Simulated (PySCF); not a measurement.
## Correlation energy of Bi²⁺ (bismuth, charge +2)

[Xe] 4f14 5d10 6s2 6d1, 2D determinant (an excited configuration). All numbers are calculated (PySCF 2.14, the spin-free X2C one-electron Hamiltonian (Gaussian nucleus), in x2c-TZVPPall with one added diffuse shell each of s, p, d, f type (12s8p7d4f, 99 functions)). Frozen: [Xe] 4f14 5d10; 3 electrons correlated.

```json
{"level": "CCSD", "correlation energy (mhartree)": "-70.15"}
{"level": "(T)", "correlation energy (mhartree)": "-7.72"}
{"level": "CCSD(T)", "correlation energy (mhartree)": "-77.87"}
```

Diagnostics: T1 = 0.052, D1 = 0.1251, largest double amplitude 0.524.

Spin-orbit coupling, absent here, splits the open shell strongly. The outer electron is Rydberg-like, and this basis confines it to a smaller radius and binds it less than a complete one would. T1 exceeds 0.03, a sign that the reference determinant is poor. A double-excitation amplitude exceeds 0.15, a sign of near-degeneracy.

Cost of the coupled-cluster step: roughly 8 core-seconds, for 3 correlated electrons.
